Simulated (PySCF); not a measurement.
CH3BF2S.

```xyz
8

B      0.0777     0.8292     0.0000
F     -0.5761     1.9789     0.0000
F      1.4032     0.8639     0.0000
S     -0.8390    -0.7205     0.0000
C      0.5349    -1.9369     0.0000
H      1.1556    -1.8248    -0.8982
H      0.0713    -2.9318     0.0000
H      1.1556    -1.8248     0.8982
```

The structure is a stationary point at B3LYP-D3(BJ)/def2-SVP. The values are those of a single conformer.

These are PBE0/pcSseg-1 (PySCF) values and carry that method's errors. Non-relativistic, no solvent.

Computed absolute GIAO shielding of each atom: isotropic value and principal components (ppm):
```json
[
 {"atom": "B1", "σ(iso)": "70.6", "σ11": "40.5", "σ22": "78.9", "σ33": "92.4", "span": "51.9"},
 {"atom": "F2", "σ(iso)": "249.2", "σ11": "94.0", "σ22": "302.0", "σ33": "351.7", "span": "257.7"},
 {"atom": "F3", "σ(iso)": "246.2", "σ11": "84.2", "σ22": "291.7", "σ33": "362.8", "span": "278.7"},
 {"atom": "S4", "σ(iso)": "608.1", "σ11": "509.8", "σ22": "584.2", "σ33": "730.1", "span": "220.3"},
 {"atom": "C5", "σ(iso)": "170.1", "σ11": "159.0", "σ22": "163.8", "σ33": "187.6", "span": "28.7"},
 {"atom": "H6", "σ(iso)": "29.1", "σ11": "23.9", "σ22": "27.0", "σ33": "36.4", "span": "12.4"},
 {"atom": "H7", "σ(iso)": "29.5", "σ11": "24.3", "σ22": "26.8", "σ33": "37.5", "span": "13.2"},
 {"atom": "H8", "σ(iso)": "29.1", "σ11": "23.9", "σ22": "27.0", "σ33": "36.4", "span": "12.4"}
]
```
